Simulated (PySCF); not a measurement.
A GIAO shielding run with PySCF 2.14.0 with density-fitted response routines (density fitting, non-relativistic, gas phase) on `P[Si](CCC=C)(P)Cl`, C$_{4}$H$_{11}$ClP$_{2}$Si:

```
$ OMP_NUM_THREADS=1 python probes_run.py task.json out

{"job": {"kind": "nmr", "xc": "PBE0", "basis": "pcSseg-1"}, "charge": 0, "multiplicity": 1}
C      3.148298     0.005769     0.749478
C      2.505235     0.190044    -0.388037
C      1.022741     0.153356    -0.597369
C      0.195948    -0.112363     0.654390
Si    -1.668216    -0.111333     0.225034
P     -2.017438    -1.814608    -1.229822
P     -2.092700     1.831080    -0.866523
Cl    -2.716611    -0.304370     1.981654
H      2.644084    -0.198146     1.678375
H      4.222945     0.050479     0.799466
H      3.066767     0.390639    -1.292480
H      0.714922     1.110879    -1.036134
H      0.801396    -0.616588    -1.345823
H      0.480972    -1.073712     1.083379
H      0.408934     0.653055     1.401381
H     -3.398929    -1.750328    -1.162283
H     -1.961929    -2.793545    -0.251826
H     -1.903481     2.611976     0.262289
H     -3.462741     1.786966    -0.672609
```

Hardware: 1 thread of an AMD EPYC 7R43 64-Core, shared host. The job also computes population analyses, field gradients.

Q: How large is the calculation?

A: 96 electrons, 219 basis functions and 1230 auxiliary functions.

Q: How long does it take, and how much memory does it need?

A: 51 s of wall time, with 13 SCF cycles and 5 response iterations; peak memory 1.1 GiB. Times on a shared host scatter by some tens of per cent.
